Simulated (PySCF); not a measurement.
Where the electron goes

Species: [RuNBr4]- (charge -1 and singlet state).
Z-matrix (Å and degrees, PBE0-D3(BJ)/def2-SVP geometry), rows numbered from 1:
```
Ru
N   1  1.5641
Br  1  2.4809  2  104.35
Br  1  2.4796  2  104.69  3   -90.02
Br  1  2.4809  2  104.40  3   179.97
Br  1  2.4786  2  104.76  3    89.99
```

The calculation used TDDFT B3LYP/def2-SVPD, vertical, gas phase, core orbitals frozen in the response, def2 core potentials past Kr in PySCF. Spin–orbit coupling is left out.

Frontier orbitals with the atoms that hold most of them (Löwdin shares over 4%, at most four atoms; ? is withheld):

| orbital | ε (eV) | atoms |
| --- | --- | --- |
| LUMO+2 | 0.38 | Ru1 44%, N2 42%, Br6 8%, Br4 7% |
| LUMO+1 | 0.37 | Ru1 44%, N2 42%, Br5 7%, Br3 7% |
| LUMO | 0.34 | Ru1 44%, Br4 14%, Br3 14%, Br5 14% |
| HOMO | ? | ? |
| HOMO-1 | -3.57 | ? |
| HOMO-2 | -3.72 | Br6 35%, Br4 35%, Br5 13%, Br3 13% |
| HOMO-3 | -3.72 | Br5 36%, Br3 35%, Br4 12%, Br6 12% |

**Question.** Give the leading atoms of the HOMO.

**Answer.** Br5 (bonded to Ru) 25%; Br3 (bonded to Ru) 25%; Br6 (bonded to Ru) 25%; Br4 (bonded to Ru) 25%.

**Question.** Which atoms hold the HOMO-1, and with what shares?

**Answer.** Ru1 (bonded to 4 Br and N) 41%; Br4 (bonded to Ru) 15%; Br3 (bonded to Ru) 15%; Br6 (bonded to Ru) 14%. By element: bromine 44% or more, ruthenium 41%.

**Question.** What is the HOMO energy, and the HOMO–LUMO gap?

**Answer.** ε(HOMO) = -3.05 eV; the gap is 3.39 eV (0.1245 hartree).

Within 0.005 eV of a neighbour in this list lie HOMO-3/HOMO-2 (point group found: C4v); within a degenerate set the shares of single atoms can hang on how the components are chosen.

**Question.** How does S1 compare with the orbital gap of 3.39 eV?

**Answer.** S1 is at 2.39 eV (f = 0.0000), 0.99 eV below the gap, made of HOMO-1→LUMO (97%). Its leading pair isn't HOMO and LUMO; the energies of that pair differ by 3.90 eV. 

**Question.** Give energy, strength and leading configuration of S1 and S2, and follow the Löwdin shares of the leading atoms from the occupied to the empty orbital.

**Answer.** 
- S1 (2.39 eV, f 0.0000), HOMO-1→LUMO (97%): Ru1 41% → 44%, Br4 15% → 14%; the Löwdin share of ruthenium is 41% in HOMO-1 and 44% in LUMO
- S2 (2.42 eV, f 0.0000), HOMO→LUMO (99%): Br5 25% → 14%, Br3 25% → 14%, Ru1 at most 1% → 44%, Br4 25% → 14%; the Löwdin share of ruthenium is at most 1% in HOMO and 44% in LUMO

Orbitals of the list HOMO-3 to LUMO+2 that lie within 0.01 eV of each other are written together with a slash and their weights summed (≥ marks a lower bound); for degenerate orbitals outside that list single weights are arbitrary.

Löwdin shares depend on the basis, the more so with diffuse functions.

The run took 3.0 min wall, 2.7 min CPU (with the writing of density and orbital grids) on one thread of an Intel Xeon at 2.50 GHz, no GPU, shared host with 64 logical CPUs at a one-minute load of 62, and the process peaked at 1.0 GiB of memory.
